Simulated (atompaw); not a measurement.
What one change does to a pseudopotential (Be (Z = 4), PAW (atompaw))

- Element: beryllium
- Generator: atompaw 4.2.0.5
- Type: PAW
- Functional: PBE
- Relativity: scalar-relativistic
- Frozen core: none
- Valence charge: 4
- Reference configuration: 1s2 2s0 2p0 (charge +2)
- Partial waves: 1s (bound); 2s (bound, empty); 2p (bound, empty); 2p channel at 0.1 Ry; 3d channel at -0.1 Ry; 3d channel at 1.35 Ry
- Local potential: ultrasoft scheme with l = 3 at 0 Ry, radius 2.70 bohr
- Core correction: none
- Augmentation charge: sinc compensation charge, radius 3.00 bohr; PAW radius 3.00 bohr; waves and projectors: bloechl

Change: local potential ultrasoft scheme with l = 3 at 0 Ry, radius 1.36 bohr.

Cutoffs: the cutoffs (Ry, on a coarse ladder) from which the occupation-weighted sum of valence levels, in a spherical-Bessel basis at the reference potential, stays within 10 and 1 mRy of its value at 400 Ry; they do not see the model core or the augmentation charge, which bear on the density cutoff.

**Question.** What does the change do?

**Answer.** The potential gets harder (12 Ry and 18 Ry → 18 Ry and 25 Ry); neither file shows a bound ghost.

```csv
quantity,base,changed
"cutoff, loose",12 Ry,18 Ry
"cutoff, tight",18 Ry,25 Ry
bound ghosts,none,none
s: phases at 3.01 bohr within 0.05 rad from the reference energy up to (Ry; the scan ends near 5),-0.4,-0.3
p: phases at 3.01 bohr within 0.05 rad from the reference energy up to (Ry; the scan ends near 5),4.1,4.4
d: phases at 3.01 bohr within 0.05 rad from the reference energy up to (Ry; the scan ends near 5),to the end of the scan,to the end of the scan
lowest overlap eigenvalue by channel,"s 1.00, p 1.00, d 1.00","s 1.00, p 1.00, d 1.00"
```

Base: The cutoffs count occupied waves only; the empty 2s level needs 18 Ry at the loose tolerance. The cutoffs see the waves, projectors and local potential, not the compensation charge or the core.
